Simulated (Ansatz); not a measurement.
One change: `CS[SiH](O)F` becomes `O[SiH](F)S`.

Ansatz, PBE0-D4/def2-TZVP geometries, multiplicity 1. Each molecule was computed in one conformer, which needn't be the lowest.

| property | `CS[SiH](O)F` |
| --- | --- |
| HOMO energy (B3LYP/def2-TZVPP) / eV | -7.05 |
| LUMO energy (ωB97M-V/def2-TZVPP) / eV | 1.72 |
| HOMO–LUMO gap (B3LYP/def2-TZVPP) / eV | 6.74 |
| HOMO energy (PBE0/def2-TZVPP) / eV | -7.29 |
| size of the dipole moment (ωB97M-V/def2-TZVPP) / D | 1.28 |
| HOMO–LUMO gap (PBE0/def2-TZVPP) / eV | 7.24 |

What does the change do to each property? (Best estimate.)

Computed: 
```tsv
property	`O[SiH](F)S`	shift
HOMO energy (B3LYP/def2-TZVPP) / eV	-7.68	-0.63
LUMO energy (ωB97M-V/def2-TZVPP) / eV	1.86	0.14
HOMO–LUMO gap (B3LYP/def2-TZVPP) / eV	7.46	0.72
HOMO energy (PBE0/def2-TZVPP) / eV	-7.94	-0.65
size of the dipole moment (ωB97M-V/def2-TZVPP) / D	0.81	-0.47
HOMO–LUMO gap (PBE0/def2-TZVPP) / eV	8.02	0.78
```

With PBE0 the HOMO falls by 0.65 eV and the LUMO rises by 0.13 eV, so the gap widens by about 0.78 eV. PBE moves the HOMO by -0.62 eV and ωB97M-V by -0.66 eV. Dipoles are sizes alone; their direction can turn.

B3LYP here is the variant with VWN-RPA as its local correlation; programs differ in this.
